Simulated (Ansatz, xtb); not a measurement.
Relative energy of two structures of FHOSi2+

Structure a is the doublet with the links of `F[SiH][O+]=[Si]` and structure b is a doublet given by its coordinates. Both are isolated ions in the gas phase, relaxed with B3LYP/6-31G*; the shapes shown needn't be the lowest conformers.

a (Å):

```yaml
atoms:
  - { symbol: F, position_ang: [-0.9827, -1.1806, 1.2200] }
  - { symbol: O, position_ang: [0.7524, -1.4845, -0.7233] }
  - { symbol: Si, position_ang: [-0.2914, -0.3137, 0.0767] }
  - { symbol: Si, position_ang: [1.7476, -2.5485, -1.3127] }
  - { symbol: H, position_ang: [-1.2452, 0.0819, -0.9931] }
```

b (Å):

```xyz
5

F    -1.8322   -1.4339   -0.2670
O     0.7913   -1.7502   -0.9372
Si   -0.4297   -0.7205   -0.3835
Si    1.5967   -1.9918    0.4933
H    -0.4490    0.6258   -0.9713
```

Close contacts (Å): F1–Si3 1.58, O2–Si3 1.69, O2–Si4 1.66, Si3–Si4 2.55, Si3–H5 1.47.

Quicker runs give these differences E(b) − E(a): GFN2-xTB +81.9 kJ/mol; HF/STO-3G +51.8 kJ/mol (at GFN2-xTB geometries); r2SCAN-D4/def2-SVP +15.9 kJ/mol (at GFN2-xTB geometries).

Question: Estimate E(b) − E(a) at the level CCSD(T)/def2-SVP.

Answer: Calculated at CCSD(T)/def2-SVP: E(b) − E(a) = +72.4 kJ/mol, so structure a lies lower.

How the difference moves with the method:

```
             level      geometry  E(b) − E(a) (kJ/mol)  departure from the last row (kJ/mol)  job, with rough time for the two
          GFN2-xTB      GFN2-xTB                   +81.9                                  +9.5              optimisation, 0.14 s
         HF/STO-3G      GFN2-xTB                   +51.8                                 −20.6              single point, 0.44 s
r2SCAN-D4/def2-SVP      GFN2-xTB                   +15.9                                 −56.5               single point, 3.9 s
      B3LYP/6-31G*  B3LYP/6-31G*                   +52.1                                 −20.2                optimisation, 45 s
       HF/def2-SVP  B3LYP/6-31G*                  +105.9                                 +33.5           part of the CCSD(T) run
      MP2/def2-SVP  B3LYP/6-31G*                   +76.1                                  +3.8           part of the CCSD(T) run
  CCSD(T)/def2-SVP  B3LYP/6-31G*                   +72.4                                                      single point, 11 s
```

None of the levels shown reverses the order. The largest departure from CCSD(T)/def2-SVP is that of r2SCAN-D4/def2-SVP, 56.5 kJ/mol.

With harmonic frequencies from B3LYP/6-31G* (ideal gas, rigid rotor, one conformer each, 298.15 K, 1 atm): on the last row, ΔE + ΔZPE = +73.0, ΔH = +72.7, ΔG = +74.1 kJ/mol.

Open shells are spin-unrestricted. The correlated steps freeze 12 core orbitals. Codes used: Ansatz 0.2.0, xtb 6.7.1; the last row on 1 thread of Intel(R) Xeon(R) 6975P-C (Granite Rapids) on a shared host.
